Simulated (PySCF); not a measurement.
Cartesian coordinates in Å; atom numbers follow the order of the lines, from 1:
```xyz
11

C     2.292   -1.001    0.332
C     1.447   -0.152    0.120
B     0.350    0.903   -0.142
O     0.700    2.212   -0.191
O    -0.952    0.569   -0.328
C    -1.457   -0.739   -0.299
H     3.052   -1.739    0.516
H    -0.072    2.765   -0.359
H    -0.671   -1.479   -0.082
H    -2.239   -0.813    0.473
H    -1.912   -0.980   -1.273
```

Computed data (PySCF 2.14): GIAO B3LYP/pcSseg-2 shieldings, J: B3LYP/pcJ-1 (spin–dipole term only in couplings to heteroatoms), structure optimised with PBE0-D3(BJ)/def2-SVP. In vacuum, one computed conformer, averaged over atoms made equivalent by symmetry, fast rotation or ring inversion, relativity neglected.

**Question.** Predict the 2D correlation tables (HSQC, COSY, HMBC).

**Answer.** 

HSQC (one-bond C–H):
| δH | δC | ¹J(C,H) (Hz) |
| --- | --- | --- |
| 3.90 (H9/H10/H11) | 56.8 (C6) | 149 |
| 2.25 (H7) | 97.5 (C1) | 263 |

HMBC (two and three bonds, |J| ≥ 2.5 Hz):
| δH | δC [abs. J in Hz] |
| --- | --- |
| 2.25 (H7) | 86.2 (C2) [46.1] |

No COSY cross peaks are expected.

Referencing at the same level of theory: TMS for ¹H, ¹³C.

The OH or NH signal is concentration- and solvent-dependent in practice; the value given is the gas-phase one. A carbon bonded to boron is broadened by the quadrupolar boron nucleus and is often missing from a measured spectrum. Shifts are as computed. Against solution values, carbons near 30 ppm lie about +3 ppm off and those near 130 ppm about +8 ppm. Of 1211 compounds with measured shifts, 218 miss one by over three times the rms of a fit or turn the order of signals round; such compounds aren't used in these exercises.
